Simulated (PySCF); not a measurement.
Species: sum formula SiNH₂F₃, charge 0, multiplicity 1. 
Coordinates optimised at B3LYP-D3(BJ)/def2-TZVP (Ansatz):
```xyz
7

Si    -0.0079    -0.0020    -0.0019
F     -0.4568    -1.0187    -1.1308
F     -0.6660    -0.5298     1.3340
F     -0.6334     1.3917    -0.4052
N      1.6453     0.1665     0.2111
H      2.1931    -0.4923     0.7382
H      2.2061     0.7658    -0.3707
```
Charge 0, spin multiplicity 1.

Dispersion corrections to the total energy (kcal/mol) from the dftd3 and dftd4 libraries through PySCF: D3(BJ) without and D4 with the three-body term, each with the damping fitted for the functional named.

| functional | D3(BJ) | D4 |
|---|---|---|
| LC-wPBE | -2.35 | -3.29 |
| HSE06 | -1.60 | [?] |
| TPSSh | -2.89 | -3.61 |
| BHLYP | -3.57 | -3.50 |
| B3LYP | -4.49 | [?] |
| CAM-B3LYP | -1.93 | [?] |
| PBE | -2.52 | -2.96 |

Q: Some entries are withheld; supply them.

A: 
- HSE06, D4: -2.26
- B3LYP, D4: -4.80
- CAM-B3LYP, D4: -2.45
